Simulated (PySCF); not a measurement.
Species: CH3N2OSi (doublet state).
Cartesian coordinates in Å at the GFN2-xTB level; atoms count from 1:
```
atom  x, y, z in Å
N1     2.677   -1.228    0.459
C2     1.684   -0.655    0.348
Si3    0.132    0.150   -0.242
N4    -1.189   -0.539    0.630
O5     0.092    1.763   -0.134
H6    -2.113   -0.156    0.506
H7    -1.236   -1.538    0.740
H8    -0.038    2.212    0.704
```

The hyperfine couplings belong to this conformer and change with its torsions.

As a line formula: `N#C[Si](N)O` [radical].

Level of theory: UKS B3LYP, pcH-1 on C H N O Si, non-relativistic, mean-field spin-orbit, GIAO (PySCF). Isolated species at its GFN2-xTB geometry (one conformer only). The geometry wasn't refined by DFT: couplings that depend on bond lengths, twists or pyramidal angles can differ widely from those at the functional's own minimum, by a factor of two or more for some ions and for spin on atoms past the first row. No stability test was run, so a lower SCF solution isn't excluded.

Problem. What is the g tensor, term by term?

Solution. 
| Δg (ppm) | 1 | 2 | 3 |
| --- | --- | --- | --- |
| relativistic mass correction | -188 | -188 | -188 |
| gauge correction | 75 | 50 | 43 |
| orbital Zeeman/spin–orbit | -1441 | -165 | -3 |
| total | -1555 | -303 | -148 |

So g = 2.00076, 2.00202, 2.00217 and g_iso = 2.00165; the tensor is close to axial: the two nearest values differ by 11 % of g3 − g1. 

Problem. What effective moment and Curie constant follow for a powder?

Solution. With the mean of g² = 4.0066 and S(S+1) = 0.75: μ_eff = √(⟨g²⟩S(S+1)) = 1.733 μB and χT = 0.12505·⟨g²⟩·S(S+1) = 0.376 cm³ K/mol (cgs; spin-Hamiltonian part alone).

Problem. How much does each term add to the isotropic shift?

Solution. The orbital-Zeeman/spin–orbit term -536, the mass correction -188 and the gauge correction 56 ppm, for a total of -668 ppm. The orbital-Zeeman/spin–orbit term is the largest in size. The mass correction is the same along every axis, so the anisotropy comes from the other two: their spans along these axes are 31 (gauge) and 1438 ppm (orbital Zeeman/spin–orbit).

Problem. In a frozen sample, at which fields do the three g values resonate at 9.5, 34, 94 and 263 GHz (hyperfine left aside), and which band first spreads them over more than twice a line width of 1.0 mT?

Solution. 
```
band    GHz  B(g3) mT  B(g2) mT  B(g1) mT  spread mT
   X    9.5    339.01    339.03    339.25       0.24
   Q   34.0   1213.29   1213.39   1214.15       0.85
   W   94.0   3354.40   3354.66   3356.76       2.36
   J  263.0   9385.19   9385.91   9391.79       6.60
```

The spread grows in proportion to the frequency. W band is the first where it exceeds 2.0 mT.

The Mulliken spin populations are largest on Si3 (+0.76), N4 (+0.14) and N1 (+0.08). Si3 is the only atom above +0.15. The angles at Si3 add up to 333.9°, so it is pyramidal.

The HOMO–LUMO gaps are 5.00 eV among the α and 5.60 eV among the β orbitals.
